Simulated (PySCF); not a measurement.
C₅H₉B, singlet, geometry from GFN2-xTB, atoms displaced at random by about 0.03 Å a coordinate. Base run: PBE/STO-3G, gradient (PySCF).

Here is a job for PySCF.
```python
from pyscf import gto, scf, dft

mol = gto.M(
    atom='''
B    -0.26297392    0.03059848    0.44502124
C    -0.62878924    0.93256590    1.60378092
H    -0.95637531    0.32479675    2.42646995
H    -1.40446411    1.68488259    1.37253246
H     0.27510745    1.39913310    1.96292126
C     0.14391095   -1.52556966    0.54828578
C     0.90004485   -2.20044181   -0.24160786
H    -0.21176666   -1.97487159    1.47816079
H     1.08639711   -3.22303727   -0.02701050
H     1.36874497   -1.82827229   -1.16422048
C    -0.14404161    0.62075684   -1.07489197
C    -0.00605981    1.97021537   -1.33425764
H    -0.17020824    0.02243531   -1.93173550
H     0.00867222    2.37128062   -2.33292601
H    -0.03239210    2.70430210   -0.56881946
''',
    basis='sto-3g',
    verbose=4,
)

mf = dft.RKS(mol)
mf.xc = 'pbe'
mf.kernel()
g = mf.nuc_grad_method()
grad = g.kernel()
```

The coordinate followed is y of atom 3.

Variants of this job, named by their change:

```
change                                                  dE/dx (Eh/bohr)  net force (Eh/bohr)
------------------------------------------------------  ---------------  -------------------
base                                                           0.010107             0.000015
grids.level = 5; grid_response = on                            0.010106             0.000000
finite difference step (bohr) = 0.01; conv_tol = 1e-11         0.010103                    -
grids.level = 1; grid_response = off                           0.010120             0.000241
grids.level = 0; grid_response = on                            0.011004             0.000000
conv_tol = 1e-11                                               0.010107             0.000015
density fitting = on                                           0.010111             0.000015
finite difference step (bohr) = 1e-4; conv_tol = 1e-11         0.010102                    -
conv_tol = 1e-6                                                0.010104             0.000015
grids.level = 1; grid_response = on                            0.010055             0.000000
grid_response = on                                             0.010102             0.000000
finite difference step (bohr) = 1e-5; conv_tol = 1e-11         0.010102                    -
```

The net force is zero for an exact gradient.
